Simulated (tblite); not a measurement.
C4H11NSi.
Cartesian coordinates in Å at the GFN2-xTB level; atoms count from 1:
```xyz
17
C4H11NSi angstrom
C      3.1638   -0.2022    0.4360
C      1.6855   -0.0090    0.3499
C      0.9140   -0.4378   -0.6389
Si    -0.9379   -0.1844   -0.7895
N     -1.5168    0.2178    0.7790
C     -2.8954    0.5475    1.0410
H      3.5381   -0.7479   -0.4275
H      3.6660    0.7643    0.4876
H      3.4213   -0.7546    1.3404
H      1.2463    0.5306    1.1798
H      1.3885   -0.9648   -1.4585
H     -1.2778    0.9618   -1.6435
H     -1.5262   -1.4009   -1.3877
H     -1.0918   -0.2452    1.5684
H     -3.5259   -0.3395    1.1771
H     -2.9730    1.1644    1.9391
H     -3.2858    1.1119    0.1972
```

Calculated harmonic vibrations of the isolated species, GFN2-xTB (tblite), most abundant isotopes, no scaling. The method is semi-empirical: single wavenumbers can be off by several per cent or more. Modes of hydrogen on silicon can be 10 to 20 % off. One conformer, not necessarily the lowest.

Harmonic wavenumbers (cm⁻¹): 63.4, 78.7, 99.2, 157.2, 166.8, 185.1, 245.3, 294.8, 426.6, 507.8, 517.8, 580.0, 693.6, 710.2, 779.4, 817.7, 846.4, 990.5, 1013.7, 1040.7, 1065.4, 1099.2, 1111.5, 1161.8, 1250.9, 1306.4, 1364.6, 1398.5, 1424.8, 1479.0, 1484.1, 1494.4, 1506.3, 1695.8, 2120.0, 2201.8, 2895.8, 2966.5, 2988.1, 3003.4, 3028.6, 3029.4, 3031.6, 3049.9, 3444.4.

A = 6597, B = 1229, C = 1067 MHz; mass 101.066 u (most abundant isotopes); point group C1, symmetry number 1.

What is the zero-point energy?

½Σν̃ = 30409 cm⁻¹ = 363.77 kJ/mol.

Give the ideal-gas entropy at 350 K and 1 bar in the rigid-rotor, harmonic-oscillator model (classical rotation).

Translation 169.75, rotation 119.19, vibration 131.25: S = 420.2 J/(mol K).

And Cp and H(350 K) − H(0)?

Cp = 162.31 J/(mol K), of which vibrations give 129.06 (their classical limit is 45 R = 374.2); H(350 K) − H(0) = 35.40 kJ/mol without the zero-point energy, 23.76 from vibrations.

What must be added to the electronic energy to get the Gibbs energy at 350 K and 1 bar?

ZPE + [H(350 K) − H(0)] − T·S = 363.77 + 35.40 − 147.07 = 252.10 kJ/mol.

How do the functions run with temperature in this model?

```
 T (K)  S (J/(mol K))  Cp (J/(mol K))  H − H(0) (kJ/mol)  G − H(0) (kJ/mol)  ln q(vib)
   150          315.5            95.0               9.74             -37.58       2.77
   250          371.6           128.1              20.87             -72.04       5.25
298.15          395.6           144.7              27.44             -90.51       6.40
   400          442.9           178.6              43.93            -133.25       8.78
   600          526.3           233.2              85.40            -230.36      13.27
   900          632.1           288.4             164.28            -404.64      19.54
```

q(vib) and H(0) count from the zero-point level.

Blend soft modes into free rotors: weight 1/[1 + (100 cm⁻¹/ν̃)⁴] for the oscillator and the rest for a rotor with moment μB/(μ + B), μ = h/(8π²ν), B = 10⁻⁴⁴ kg m². What vibrational entropy results?

121.99 J/(mol K) in place of 131.25, which changes −T·S at 350 K by +3.24 kJ/mol.

Hindered rotation and anharmonicity are outside this model. Other conformers, if any are populated, would add a mixing term that is left out. The structure is chiral; the term R ln 2 for an equal mix with its mirror image is left out.
